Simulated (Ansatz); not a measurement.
A thermochemical cycle in electronic energies (no zero-point or thermal terms), species as SMILES, kcal/mol. Each molecule is optimised on its own at B3LYP-D3(BJ)/def2-TZVP (Ansatz, a program for electronic structure), one conformer each, not searched for the lowest. Cores are frozen in the correlated levels unless marked. UHF or UKS for open shells. No spin-orbit coupling. Non-relativistic. Basis-set limits of correlation are two-point, X^-3; Hartree-Fock from the larger set. Anions need diffuse functions, of which def2-TZVPD holds fewer than the aug- sets.

```
step                                                                    CCSD(T)/CBS(aug-cc-pV(T+d)Z,aug-cc-pV(Q+d)Z) (Ansatz)  PBE-D3(BJ)/def2-TZVPD (Ansatz + dftd3)
----------------------------------------------------------------------  -----------------------------------------------------  --------------------------------------
bond energy D: C[SiH2]C [dimethylsilane] → [CH2][SiH2]C + H atom                                                        108.3                                   105.4
deprotonation energy A: C[SiH2]C [dimethylsilane] → [CH2-][SiH2]C + H+                                                  399.7                                   397.0
ionisation of the H atom at the same level, IE                                                                          313.7                                   313.5
```

### Question
Find the electron affinity EA, positive where the anion is bound: [CH2][SiH2]C + e- → [CH2-][SiH2]C.

### Answer
Breaking the bond, ionising the H atom and attaching the electron to the radical add up to the deprotonation, A = D + IE - EA. At CCSD(T)/CBS(aug-cc-pV(T+d)Z,aug-cc-pV(Q+d)Z): EA = D + IE - A = 108.3 + 313.7 - 399.7 = 22.3. At PBE-D3(BJ)/def2-TZVPD: EA = D + IE - A = 105.4 + 313.5 - 397.0 = 21.9. The functional differs from the first level by -2.9 in D, -0.4 in EA and -2.7 in A; for EA and A the gap mixes functional and basis. The site is the one shown; other sites or isomers of the anion may lie lower.
